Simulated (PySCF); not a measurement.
Computed shifts of a molecule C5H10Si, B3LYP/pcSseg-1 run with PySCF, GIAO, gas phase, atoms alike by connectivity averaged where their shifts nearly agree, in ppm (number of nuclei): ¹³C: 160.2 (1), 146.1 (1), 146.0 (1), 134.4 (1), 28.7 (1). ²⁹Si: -35.4 (1). ¹H: 6.74 (1), 6.49 (1), 6.46 (2), 6.02 (1), 4.66 (2), 2.23 (3). References: ¹³C against TMS (σ = 181.3 ppm); ²⁹Si against TMS (σ = 338.7 ppm); ¹H against TMS (σ = 31.68 ppm), references at their B3LYP-D3(BJ)/def2-TZVP geometries, non-relativistic. Geometry optimised at B3LYP-D3(BJ)/def2-SVP. The values are those of a single conformer.

Q: Which molecule gave these data?
A) C=C=C(C)C[SiH3]
B) C=C/C=C/[SiH2]C
C) C=C[SiH2]/C=C/C
D) C=C([SiH3])/C=C\C

A: C, C=C[SiH2]/C=C/C
